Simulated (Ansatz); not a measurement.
Reactions of `C[N](C)[Hf]([F])([Cl])[N]=C=O`.

Computed with Ansatz on PBE0-D4/def2-TZVP structures; ΔE is electronic, products minus reactants. CCSD(T)/CBS adds triple-zeta CCSD(T) − MP2 to the extrapolated MP2 energy (def2 sets, frozen cores). This one scheme is used for every species. def2 core potentials past Kr. For Hf, Se, Sn outer-core shells are correlated without core-valence functions, which leaves a few kJ/mol of doubt a bond. Scalar relativity is left out up to krypton. Each species was taken in one conformer, which may not be the lowest.

Q: Order these by ΔE at CCSD(T)/CBS, lowest first. (Best estimate.)
A. `C[N](C)[Hf]([F])([Cl])[N]=C=O` + `[Cl][SnH2][Cl]` → `C[N](C)[Hf]([F])([Cl])[Cl]` + `O=C=[N][SnH2][Cl]`
B. `C[N](C)[Hf]([F])([Cl])[N]=C=O` + H₂S → `C[N](C)[Hf]([F])([SH])[Cl]` + `N=C=O`
C. `C[N](C)[Hf]([F])([Cl])[N]=C=O` + `F[SiH2][SeH]` → `C[N](C)[Hf]([F])([Cl])[SeH]` + `O=C=N[SiH2]F`
D. `C[N](C)[Hf]([F])([Cl])[N]=C=O` + HCl → `C[N](C)[Hf]([F])([Cl])[Cl]` + `N=C=O`
E. `C[N](C)[Hf]([F])([Cl])[N]=C=O` + H₂Se → `C[N](C)[Hf]([F])([Cl])[SeH]` + `N=C=O`

A: D (-26.6 kJ/mol), C (-6.7 kJ/mol), A (+12.9 kJ/mol), E (+27.9 kJ/mol), B (+42.7 kJ/mol).

Largest T1 diagnostic: 0.018, for `N=C=O`.
